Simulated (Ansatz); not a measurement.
Start from `[O]=[W](=[S])([Cl])[Cl]` and change one atom or group to get `[CH3][W](=[O])(=[S])[Cl]`.

Ansatz, PBE0-D4/def2-TZVP geometries, multiplicity 1. 

Elements past krypton have def2 core potentials.

```tsv
property	`[O]=[W](=[S])([Cl])[Cl]`
LUMO energy (ωB97M-V/def2-TZVPP) / eV	-1.48
HOMO energy (ωB97M-V/def2-TZVPP) / eV	-10.33
LUMO energy (B3LYP/def2-TZVPP) / eV	-3.65
HOMO–LUMO gap (ωB97M-V/def2-TZVPP) / eV	8.86
HOMO energy (PBE/def2-TZVPP) / eV	-6.98
LUMO energy (PBE0/def2-TZVPP) / eV	-3.49
```

Task: What does the change do to each property? (Estimate.)

Result: Computed: 
```tsv
property	`[CH3][W](=[O])(=[S])[Cl]`	shift
LUMO energy (ωB97M-V/def2-TZVPP) / eV	-1.12	0.36
HOMO energy (ωB97M-V/def2-TZVPP) / eV	-10.00	0.33
LUMO energy (B3LYP/def2-TZVPP) / eV	-3.33	0.32
HOMO–LUMO gap (ωB97M-V/def2-TZVPP) / eV	8.88	0.02
HOMO energy (PBE/def2-TZVPP) / eV	-6.68	0.30
LUMO energy (PBE0/def2-TZVPP) / eV	-3.15	0.34
```

The zero-point energy changes by 89.6 kJ/mol with +9 modes.

B3LYP here is the variant with VWN-RPA as its local correlation; programs differ in this.
